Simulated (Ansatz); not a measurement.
CH2InN. Total charge 0; spin multiplicity 1. Correlated methods include outer-core shells of In, which these sets cover unevenly. In: def2 effective core potential. The bonds changed during the relaxation, so this is another structure than the one it started from.

```xyz
5

C     0.664    0.670   -1.249
N     0.295    0.328   -0.222
In   -0.503   -0.378    2.337
H     1.008    0.988   -2.210
H    -1.465   -1.608    1.343
```

Task: Give the diagnostics of a CCSD(T)/def2-TZVPP run (frozen core, Ansatz). (Estimate.)

Result: Ansatz gave: T1 = 0.0161, largest single amplitude 0.025, largest double 0.070, (T) share of the correlation energy 3.9 %, 11 CCSD cycles. The RHF solution is stable towards an unrestricted one. T1 lies under the customary mark of 0.02 for closed shells.
